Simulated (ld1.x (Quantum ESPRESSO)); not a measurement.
La (Z = 57): one change to an RRKJ potential, before and after

La, norm-conserving RRKJ (Kleinman–Bylander form), made with ld1.x (Quantum ESPRESSO) 7.5 (PBEsol, scalar-relativistic). Core [Kr] 4d10, reference 4f0 5s2 5p6 5d1 6s0 6p0 (charge +2). Waves: 5p (bound): rc 3.00 bohr; 5d (bound): rc 3.30 bohr; 4f (bound, empty): rc 1.85 bohr; 5s (bound): rc 1.45 bohr. Local part: the s channel. Core correction: a·sin(br)/r model core inside 1.50 bohr.

Change: wave 5s (bound): rc 1.45 bohr becomes 5s (bound): rc 1.38 bohr.

Cutoffs: the cutoffs (Ry, on a coarse ladder) from which the occupation-weighted sum of valence levels, in a spherical-Bessel basis at the reference potential, stays within 10 and 1 mRy of its value at 400 Ry; they do not see the model core or the augmentation charge, which bear on the density cutoff. Errors are all-electron minus pseudo energies relative to the spin-unpolarised reference configuration.

Task: How do hardness, ghosts and transferability respond?

Result: The potential gets neither clearly harder nor softer (45 Ry and 90 Ry → 45 Ry and 90 Ry); of the 7 tests that both files solve, the error grows in 5 and shrinks in 0 by more than 15 % and 0.3 meV (median size 92.5 → 109.2 meV); the range in which the d phases agree narrows (upper end at the end of the scan → 0.9); neither file shows a bound ghost. That the errors move this way runs against the usual rule that smaller radii transfer better.

```tsv
quantity	base	changed
cutoff, loose	45 Ry	45 Ry
cutoff, tight	90 Ry	90 Ry
bound ghosts	none	none
error for 4f0 5s2 5p6 5d1 6s2 6p0, meV [ΔE -16.85 eV]	+93	+109
error for 4f0 5s2 5p6 5d1 6s1 6p0, meV [ΔE -10.85 eV]	+64	+76
error for 4f0 5s2 5p6 5d0 6s0 6p0, meV [ΔE 18.91 eV]	+16	+16
error for 4f0 5s2 5p5 5d1 6s2 6p0, meV [ΔE 10.14 eV]	+135	+170
error for 4f0 5s1 5p6 5d1 6s2 6p0, meV [ΔE 27.21 eV]	+207	+243
error for 4f0 5s2 5p6 5d0 6s2 6p0, meV [ΔE -10.44 eV]	+151	+177
error for 4f0 5s2 5p6 5d1 6s0 6p1, meV [ΔE -7.86 eV]	+58	+57
s: phases at 3.58 bohr within 0.05 rad from the reference energy up to (Ry; the scan ends near 5)	-1.1	-1.1
p: phases at 3.58 bohr within 0.05 rad from the reference energy up to (Ry; the scan ends near 5)	-0.7	-0.7
d: phases at 3.58 bohr within 0.05 rad from the reference energy up to (Ry; the scan ends near 5)	to the end of the scan	0.9
f: phases at 3.58 bohr within 0.05 rad from the reference energy up to (Ry; the scan ends near 5)	-0.1	-0.1
```
